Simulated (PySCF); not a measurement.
CdH2: from structure and modes to constants

Level of theory: PBE0/[Cd def2-TZVP with ECP28, H def2-TZVP], scalar-relativistic core potentials, density fitting, no spin–orbit coupling, PySCF.

The singlet minimum has D∞h symmetry. Masses (u): Cd 113.90336, H 1.00782.

```xyz
3
charge 0 multiplicity 1, angstrom
Cd    0.0000    0.0000    0.0000
H     0.0000    0.0000    1.6776
H     0.0000    0.0000   -1.6776
```

Harmonic wavenumbers (cm⁻¹): 642.0 (πu, ×2), 1805.9 (σu+, ×1), 1826.1 (σg+, ×1).

(1) Give the standard entropy (298.15 K, 1 bar) by its translational, rotational, vibrational and spin parts, and Cp.

(2) Find the bond force constant k and the stretch–stretch coupling k′ of the valence force field.

Results:

(1) Sackur–Tetrode with M = 115.92 u gives 168.1; rotation with symmetry number 2 gives 37.8; vibration 3.2; spin R ln 1 = 0.0. The total is 209.2 J/(mol K), and Cp = 7/2 R + 8.1 = 37.2 J/(mol K).

(2) For linear XMX, 4π²c²ω(σg)² = (k + k′)/mX and 4π²c²ω(σu)² = (k − k′)(1 + 2mX/mM)/mX. So k + k′ = 1.980 and k − k′ = 1.903 mdyn/Å, giving k = 1.942 and k′ = 0.039 mdyn/Å.
